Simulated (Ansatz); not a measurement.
**Ligand exchange: Sn(CH3)Br + Cd(CH3)(NH2) → Sn(CH3)(NH2) + Cd(CH3)Br**

Species: Sn(CH3)Br, singlet; Cd(CH3)(NH2), singlet; Sn(CH3)(NH2), singlet; Cd(CH3)Br, singlet. The partners trade Br for NH2: Sn–Br and Cd–NH2 bonds give way to Sn–NH2 and Cd–Br.

Shapes, held fixed at every level: PBE0-D4/def2-TZVP. Flexible molecules stand in one conformer, not always the lowest. Programs: Ansatz 0.2.0. Electronic energies: no zero-point or thermal term.

| level | kind | ΔE (kJ/mol) | less CCSD(T)/def2-TZVPP | CPU time (sum over the molecules) |
| --- | --- | --- | --- | --- |
| SPW92/def2-TZVPP | LDA | -52.5 | +7.0 | 6.8 s |
| PBE-D4/def2-TZVPP | GGA | -50.9 | +8.6 | 13 s |
| r2SCAN-D4/def2-TZVPP | meta-GGA | -58.1 | +1.4 | 22 s |
| BHLYP-D4/def2-TZVPP | global hybrid | -63.3 | -3.8 | 15 s |
| r2SCAN0-D4/def2-TZVPP | global hybrid | -62.0 | -2.5 | 22 s |
| CCSD(T)/def2-SVP | coupled cluster or CI | -65.7 | -6.2 | 30 s |
| CCSD(T)/def2-TZVPP | coupled cluster or CI | -59.5 | 0.0 | 6.4 min |

The highest level, CCSD(T)/def2-TZVPP, gives ΔE = -59.5 kJ/mol; the levels span -65.7 to -50.9. The column of differences is taken from that level and isn't an error. No measured value is set beside it here. For atoms past krypton def2 sets carry core potentials with scalar relativity. Relativity is left out for Br. Outer-core shells of Br, Cd, Sn are correlated, in sets that cover them unevenly. Times are processor times on shared x86 and Arm servers, and rough.
